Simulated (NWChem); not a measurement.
System: CH$_{5}$ClO$_{2}$Si; SMILES Cl[Si](O)(O)C

Excerpt of the output:

```
             Northwest Computational Chemistry Package (NWChem) 7.3.0
             --------------------------------------------------------

                             Geometry "geometry" -> ""
                             -------------------------

 Output coordinates in angstroms (scale by  1.889725989 to convert to a.u.)

  No.       Tag          Charge          X              Y              Z
 ---- ---------------- ---------- -------------- -------------- --------------
    1 C                    6.0000     1.69041300     1.07973200    -0.26101400
    2 Si                  14.0000    -0.01516800     0.41398700    -0.03216400
    3 O                    8.0000    -1.07679900     0.82927500    -1.23243100
    4 O                    8.0000    -0.58316600     0.98241400     1.40459400
    5 Cl                  17.0000     0.05418700    -1.66976400    -0.02013600
    6 H                    1.0000     1.66141600     2.17883400    -0.31356200
    7 H                    1.0000     2.33194500     0.78951300     0.58416200
    8 H                    1.0000     2.14133000     0.69644200    -1.18799200
    9 H                    1.0000    -1.28241800     0.15222600    -1.88290100
   10 H                    1.0000    -1.51421800     0.82858700     1.59203800

 Effective nuclear repulsion energy (a.u.)     310.9746667665

                                 NWChem DFT Module
                                 -----------------

 Summary of "ao basis" -> "ao basis" (spherical)
 ------------------------------------------------------------------------------
       Tag                 Description            Shells   Functions and Types
 ---------------- ------------------------------  ------  ---------------------
 C                           6-31g*                  6       14   3s2p1d
 Si                          6-31g*                  8       18   4s3p1d
 O                           6-31g*                  6       14   3s2p1d
 Cl                          6-31g*                  8       18   4s3p1d
 H                           6-31g*                  2        2   2s

 in cosmo_initialize ...
 calling solv_data for solv:benzene

 solvent parameters
 solvname_short: benzene
 solvname_long:  benzene
 dielec:        2.2706
 dielecinf:     2.2533
 nonaqueous SMD model solvent descriptors
 dielec:        2.2706
 sola:          0.0000
 solb:          0.1400
 solc:          1.0000
 solg:         40.6200
 solh:          0.0000
 soln:          1.5011

          ---------------
          -cosmo- solvent
          ---------------
 Cosmo: York-Karplus, doi: 10.1021/jp992097l
 dielectric constant -eps-     =   2.27
 screen = (eps-1)/(eps    )    =   0.55959
 surface charge correction     = lagrangian

   van der Waals surface
 --------------------------

 ---------- ATOMIC COORDINATES (A.U.) ------------ VDWR(ANG.) --
     1    3.19441738    2.04039762   -0.49324494     1.850
     2   -0.02866336    0.78232199   -0.06078115     2.470
     3   -2.03485505    1.56710252   -2.32895689     2.294
     4   -1.10202395    1.85649327    2.65429779     2.294
     5    0.10239858   -3.15539643   -0.03805152     2.380
     6    3.13962099    4.11739923   -0.59254626     1.200
     7    4.40673707    1.49196323    1.10390611     1.200
     8    4.04652695    1.31608455   -2.24497936     1.200
     9   -2.42341862    0.28766543   -3.55816695     1.200
    10   -2.86145711    1.56580239    3.00851558     1.200
 number of segments per atom =        128
 number of   points per atom =        128
 atom (   nspa,  nppa )
 ----------------------
    1 (     42,     0 )       0
    2 (     20,     0 )       0
    3 (     78,     0 )       0
    4 (     78,     0 )       0
    5 (     89,     0 )       0
    6 (     51,     0 )       0
    7 (     53,     0 )       0
    8 (     54,     0 )       0
    9 (      1,     0 )       0
   10 (      1,     0 )       0
 number of -cosmo- surface points =      467
 molecular surface =    157.643 angstrom**2
 molecular volume  =    156.734 angstrom**3
 -lineq- algorithm             =   0
 -bem- low  level              =   3
 -bem- from -octahedral-
 gaussian surface charge width =   4.50000
 degree of switching           =   1.00000
 switching function tolerance  =   0.00010
 atomic radii =
 --------------
    1  6.000  1.850
    2 14.000  2.470
    3  8.000  2.294
    4  8.000  2.294
    5 17.000  2.380
    6  1.000  1.200
    7  1.000  1.200
    8  1.000  1.200
    9  1.000  1.200
   10  1.000  1.200
 ...... end of -cosmo- initialization ......

 nat:                    10
 ixmem:                  5529
 calling mnsol_interface()
 G(SMD-CDS) energy (kcal/mol)  =    -2.312
 SMD-CDS SASA (angstrom**2)    =   153.004

            General Information
            -------------------
          SCF calculation type: DFT
          Wavefunction type:  closed shell.
          No. of atoms     :    10
          No. of electrons :    58
           Alpha electrons :    29
            Beta electrons :    29
          Charge           :     0
          Spin multiplicity:     1
          Use of symmetry is: off; symmetry adaption is: off
          Maximum number of iterations: 150
          AO basis - number of functions:    88
                     number of shells:    44
          Convergence on energy requested:  1.00D-06
          Convergence on density requested:  1.00D-05
          Convergence on gradient requested:  5.00D-04

              XC Information
              --------------
                       M05-2X Method XC Functional
                     Hartree-Fock (Exact) Exchange  0.560
                M05-2X metaGGA Exchange Functional  0.440
                      M05-2X Correlation Potential  1.000

             Grid Information
             ----------------
          Grid used for XC integration:  medium
          Radial quadrature: Mura-Knowles
          Angular quadrature: Lebedev.
          Tag              B.-S. Rad. Rad. Pts. Rad. Cut. Ang. Pts.
          ---              ---------- --------- --------- ---------
          C                   0.70       49          10.0       434
          Si                  1.10       88           8.0       590
          O                   0.60       49          10.0       434
          Cl                  1.00       88          11.0       590
          H                   0.35       45          11.0       434
          Grid pruning is: on
          Number of quadrature shells:   548
          Spatial weights used:  Erf1

      Superposition of Atomic Density Guess
      -------------------------------------

 Sum of atomic energies:        -937.92801155

      Non-variational initial energy
      ------------------------------

 Total energy =    -939.801444
 1-e energy   =   -1913.673910
 2-e energy   =     662.897799
 HOMO         =      -0.398331
 LUMO         =       0.060871

   convergence    iter        energy       DeltaE   RMS-Dens  Diis-err
 ---------------- ----- ----------------- --------- --------- ---------
     COSMO gas phase
 d= 0,ls=0.0,diis     1   -941.2345278770 -1.25D+03  1.18D-02  8.91D-01
 d= 0,ls=0.0,diis     2   -941.2533892415 -1.89D-02  5.36D-03  8.22D-01
 d= 0,ls=0.0,diis     3   -941.3276750831 -7.43D-02  9.77D-04  1.63D-02
 d= 0,ls=0.0,diis     4   -941.3291400195 -1.46D-03  3.37D-04  9.84D-04
 d= 0,ls=0.0,diis     5   -941.3292719064 -1.32D-04  6.35D-05  3.31D-05
  Resetting Diis
 d= 0,ls=0.0,diis     6   -941.3292770175 -5.11D-06  1.54D-05  1.11D-06
 d= 0,ls=0.0,diis     7   -941.3292772178 -2.00D-07  4.88D-06  1.55D-07

   convergence    iter        energy       DeltaE   RMS-Dens  Diis-err
 ---------------- ----- ----------------- --------- --------- ---------
     COSMO solvation phase
 d= 0,ls=0.0,diis     1   -941.3381065926 -8.83D-03  5.27D-04  6.15D-04
 d= 0,ls=0.0,diis     2   -941.3382635557 -1.57D-04  1.12D-04  1.15D-04
 d= 0,ls=0.0,diis     3   -941.3382761400 -1.26D-05  4.63D-05  2.28D-05
 d= 0,ls=0.0,diis     4   -941.3382785671 -2.43D-06  1.71D-05  3.99D-06
 d= 0,ls=0.0,diis     5   -941.3382789769 -4.10D-07  4.53D-06  9.60D-08

         Total DFT energy =     -941.338278976859
      One electron energy =    -1917.849519767259
           Coulomb energy =      739.405267922288
    Exchange-Corr. energy =      -73.782318341952
 Nuclear repulsion energy =      310.974666766486

             COSMO energy =       -0.086375556422

 Numeric. integr. density =       58.000003609681

                                COSMO-SMD solvation results
                                ---------------------------

             internal energy in gas <Psi(g)|H|Psi(g)> =      -941.329277217764
         internal energy in solvent <Psi(s)|H|Psi(s)> =      -941.329097510857
                               delta internal energy  =         0.000179706908 (    0.11 kcal/mol)
   total free energy in solvent <Psi(s)|H+V/2|Psi(s)> =      -941.334593886525
 polarization energy contribution <Psi(s)|V/2|Psi(s)> =        -0.005496375669 (   -3.45 kcal/mol)
    total free energy in solvent including G(SMD-CDS) =      -941.338278976859
                       G(SMD-CDS) energy contribution =        -0.003685090334 (   -2.31 kcal/mol)
     1 M fixed-concentration free energy of solvation =        -0.009001759095 (   -5.65 kcal/mol)

                       DFT Final Molecular Orbital Analysis
                       ------------------------------------

 Vector   27  Occ=2.000000D+00  E=-3.908764D-01
              MO Center= -1.5D-01, -3.5D-01, -3.5D-01, r^2= 3.7D+00
   Bfn.  Coefficient  Atom+Function         Bfn.  Coefficient  Atom+Function
  ----- ------------  ---------------      ----- ------------  ---------------
    67      0.424042   5 Cl px               71      0.240797   5 Cl px
    36     -0.234850   3 O  py               37      0.227942   3 O  pz
    68     -0.214705   5 Cl py               35     -0.190556   3 O  px
    69      0.183616   5 Cl pz               40     -0.178580   3 O  py
    41      0.176831   3 O  pz               63     -0.165312   5 Cl px

 Vector   28  Occ=2.000000D+00  E=-3.840868D-01
              MO Center= -6.9D-02, -1.1D+00,  1.7D-01, r^2= 2.7D+00
   Bfn.  Coefficient  Atom+Function         Bfn.  Coefficient  Atom+Function
  ----- ------------  ---------------      ----- ------------  ---------------
    69      0.620959   5 Cl pz               73      0.346455   5 Cl pz
    50      0.267996   4 O  py               65     -0.241519   5 Cl pz
    54      0.208046   4 O  py               67     -0.182037   5 Cl px
    71     -0.102547   5 Cl px               36     -0.083421   3 O  py
    63      0.070817   5 Cl px               35      0.068913   3 O  px

 Vector   29  Occ=2.000000D+00  E=-3.767478D-01
              MO Center=  4.0D-01, -2.9D-01, -1.5D-01, r^2= 3.8D+00
   Bfn.  Coefficient  Atom+Function         Bfn.  Coefficient  Atom+Function
  ----- ------------  ---------------      ----- ------------  ---------------
    67      0.465381   5 Cl px                3      0.264733   1 C  px
    71      0.260208   5 Cl px               35      0.199433   3 O  px
    68      0.190883   5 Cl py                7      0.186780   1 C  px
    63     -0.180751   5 Cl px               21     -0.178399   2 Si px
    39      0.150157   3 O  px                4      0.146338   1 C  py

 Vector   30  Occ=0.000000D+00  E= 9.428384D-02
              MO Center= -5.6D-01,  1.9D-01, -1.5D-01, r^2= 5.3D+00
   Bfn.  Coefficient  Atom+Function         Bfn.  Coefficient  Atom+Function
  ----- ------------  ---------------      ----- ------------  ---------------
    24      1.435387   2 Si s                 6     -0.784384   1 C  s
    38     -0.677288   3 O  s                52     -0.589495   4 O  s
    72     -0.420844   5 Cl py               86      0.403003   9 H  s
    70     -0.382237   5 Cl s                88      0.379869  10 H  s
    82      0.253057   7 H  s                84      0.244196   8 H  s

 Vector   31  Occ=0.000000D+00  E= 1.179885D-01
              MO Center= -2.4D-01,  3.5D-01, -6.8D-02, r^2= 5.2D+00
   Bfn.  Coefficient  Atom+Function         Bfn.  Coefficient  Atom+Function
  ----- ------------  ---------------      ----- ------------  ---------------
    27      0.965144   2 Si pz               52     -0.729892   4 O  s
    38      0.553804   3 O  s                88      0.438463  10 H  s
    23      0.322845   2 Si pz               82     -0.303171   7 H  s
    86     -0.289548   9 H  s                84      0.259367   8 H  s
    73     -0.215546   5 Cl pz                6      0.198416   1 C  s

 Vector   32  Occ=0.000000D+00  E= 1.206424D-01
              MO Center=  3.0D-02,  2.2D-01, -1.8D-01, r^2= 4.6D+00
   Bfn.  Coefficient  Atom+Function         Bfn.  Coefficient  Atom+Function
  ----- ------------  ---------------      ----- ------------  ---------------
    26      0.840230   2 Si py               70      0.657195   5 Cl s
    72      0.596468   5 Cl py               22      0.580585   2 Si py
    24     -0.567964   2 Si s                86      0.478039   9 H  s
    80     -0.418001   6 H  s                25     -0.409493   2 Si px
    38     -0.399546   3 O  s                20     -0.306120   2 Si s

     Multipole analysis of the density
     ---------------------------------

     L   x y z        total         alpha         beta         nuclear
     -   - - -        -----         -----         ----         -------
     0   0 0 0     -0.000000    -29.000000    -29.000000     58.000000

     1   1 0 0     -0.209389     -0.964179     -0.964179      1.718970
     1   0 1 0      0.193113     -2.763861     -2.763861      5.720836
     1   0 0 1     -0.439551      1.849137      1.849137     -4.137825

     2   2 0 0    -28.687168    -96.327650    -96.327650    163.968131
     2   1 1 0      1.608530     -4.731949     -4.731949     11.072428
     2   1 0 1     -1.303743     -0.127053     -0.127053     -1.049636
     2   0 2 0    -36.330724   -154.901959   -154.901959    273.473193
     2   0 1 1      0.832415     -2.334071     -2.334071      5.500558
     2   0 0 2    -30.688812    -80.150478    -80.150478    129.612144
```

Level: M05-2X/6-31G* (spherical d), SMD on the gas-phase geometry. Structure relaxed at the PBE0/def2-SVP level. Solvent: benzene.

**Question.** Write an input that gives this output.

**Answer.** Several could match; the one computed here: the input that was run:
```
start job
memory heap 200 mb stack 900 mb global 1100 mb
geometry units angstroms noautosym nocenter noautoz
  C      1.690413     1.079732    -0.261014
  Si    -0.015168     0.413987    -0.032164
  O     -1.076799     0.829275    -1.232431
  O     -0.583166     0.982414     1.404594
  Cl     0.054187    -1.669764    -0.020136
  H      1.661416     2.178834    -0.313562
  H      2.331945     0.789513     0.584162
  H      2.141330     0.696442    -1.187992
  H     -1.282418     0.152226    -1.882901
  H     -1.514218     0.828587     1.592038
end
basis spherical
  C library 6-31g*
  Si library 6-31g*
  O library 6-31g*
  Cl library 6-31g*
  H library 6-31g*
end
dft
  xc m05-2x
  iterations 150
end
cosmo
  do_cosmo_smd true
  solvent benzene
end
task dft energy
```
